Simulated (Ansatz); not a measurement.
The first iterations of a band of CH6FMgN + H2O (13 atoms, charge 0, multiplicity 1).

Theory: Ansatz 0.2.0, RHF/def2-SVP.

- movable images: 7
- climbing image: yes
- spring: 5.0 eV/Å²
- optimiser: quadratic models (default)
- start path: through a guess of the saddle point
- force threshold: 0.03 eV/Å
- iteration limit: 60
- end points: relaxed

First end point:

```xyz
13
Properties=species:S:1:pos:R:3
Mg -0.315 -0.349 -0.438
N 0.778 -0.602 1.248
C -1.198 -1.326 -2.105
H 0.057 1.941 0.567
F -0.439 1.628 -0.274
H 0.906 0.985 1.717
O 0.744 1.983 1.700
H 1.675 -1.053 1.153
H 0.336 -1.094 2.010
H -0.671 -2.251 -2.373
H -1.208 -0.694 -3.002
H -2.241 -1.608 -1.912
H 1.574 2.439 1.709
```

Last end point:

```xyz
13
Properties=species:S:1:pos:R:3
Mg -0.506 0.203 0.053
N 0.643 -0.967 1.551
C -0.729 -0.823 -1.816
H 0.153 2.407 0.637
F -1.433 1.214 1.248
H 1.470 -0.470 1.845
O 0.765 1.944 0.067
H 0.928 -1.892 1.275
H 0.051 -1.053 2.363
H 0.173 -1.377 -2.112
H -0.954 -0.142 -2.648
H -1.546 -1.557 -1.803
H 0.984 2.512 -0.658
```

| iteration | highest image above the first end (eV) | largest band force component (eV/Å) |
| --- | --- | --- |
| 1 | 1.597 | 15.141 |
| 2 | 0.352 | 2.187 |
| 3 | 0.160 | 1.940 |
| 4 | 0.087 | 2.161 |
| 5 | 0.048 | 2.832 |
| 6 | 0.017 | 2.381 |
| 7 | 0.012 | 2.247 |
| 8 | 0.013 | 2.180 |
| 9 | 0.011 | 1.059 |
| 10 | 0.004 | 0.837 |

Problem. Does the band converge within its limit, and where does its top end?

Solution. The forces met the threshold. It ended after 31 iterations with the highest image 0.000 eV above the first end. The highest image is an end point: on this band no image between the ends rises above it. The orbitals stay closed-shell, which can raise the energy where a bond breaks towards radicals; this wasn't checked here.

Run time: 3.5 min on 2 threads of Intel(R) Xeon(R) 6975P-C (Granite Rapids) (shared host), peak memory 0.25 GiB.
